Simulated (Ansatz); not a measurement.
Z-matrix (Å, degrees):
```
Ge
O 1 1.805
C 1 1.941 2 110.9
H 1 1.537 2 104.5 3 121.6
H 1 1.537 2 104.6 3 -121.7
B 2 1.338 1 128.2 3 0.5
H 3 1.090 1 110.7 2 60.3
H 3 1.092 1 108.9 2 179.9
H 3 1.090 1 110.7 2 -60.5
H 6 1.208 2 121.4 1 -0.0
H 6 1.202 2 117.9 1 180.0
```

The species carries charge 0 and has multiplicity 1.

Problem. List the PBE0/def2-TZVPP orbital energies in eV (Ansatz). (Best estimate.)

Solution. The calculation gave: Occupied: -10860.43, -1358.64, -1208.47, -1208.45, -1208.44, -522.82, -278.34, -184.74, -171.41, -121.26, -121.18, -121.16, -34.21, -34.05, -34.04, -33.96, -33.96, -27.73, -20.00, -16.05, -13.39, -12.31, -12.00, -11.27, -11.17, -10.81, -9.28, -9.17, -7.92. Lowest empty: -0.22, 0.56, 0.92, 1.34, 2.31, 2.52, 2.58, 3.03.
